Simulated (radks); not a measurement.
Values are calculated unless marked as measured or tabulated.
Effect of the nuclear size on the iridium ion Ir+, [Xe] 4f14 5d7 6s1. Code: a radial shooting solver on a logarithmic mesh with Libxc functionals. Model: Dirac Kohn-Sham, relativistic LDA (MacDonald-Vosko exchange, VWN5 correlation), spin-unpolarised, spherical densities, finite nucleus; open shells are shared between the two j in proportion to 2j + 1; Fermi nuclear charge, rms radius 5.4032 fm. The rms radius is varied about that value; shifts are against it.

rms radius (fm)  total energy shift (eV)  density at nucleus (e/bohr^3)  1s1/2 shift (meV)  2s1/2 shift (meV)  5s1/2 shift (meV)  5p1/2 shift (meV)  6s1/2 shift (meV)  6p1/2 (empty) shift (meV)  7s1/2 (empty) shift (meV)
4.7062                             -19.0                      1.889e+06              -7590              -1100              -11.6              0.180              -1.18                      0.120                     -0.138
4.8899                             -14.1                      1.862e+06              -5650               -820              -8.65              0.134             -0.879                      0.090                     -0.103
5.4032                                 0                      1.793e+06              0.000              0.000              0.000              0.000              0.000                      0.000                      0.000
5.776                               10.8                      1.749e+06               4330                627               6.61             -0.102              0.673                     -0.068                      0.079
6.7486                              41.1                      1.649e+06              16400               2380               25.1             -0.383               2.55                     -0.260                      0.300

Slopes of the eigenvalues against <r^2> in GHz/fm^2, as finite differences over the two radii next to the reference (eigenvalue slopes, not the field-shift constants of lines): 1s1/2 255000, 2s1/2 37000, 5s1/2 390, 5p1/2 -6.03, 6s1/2 39.7, 6p1/2 (empty) -4.05, 7s1/2 (empty) 4.66.
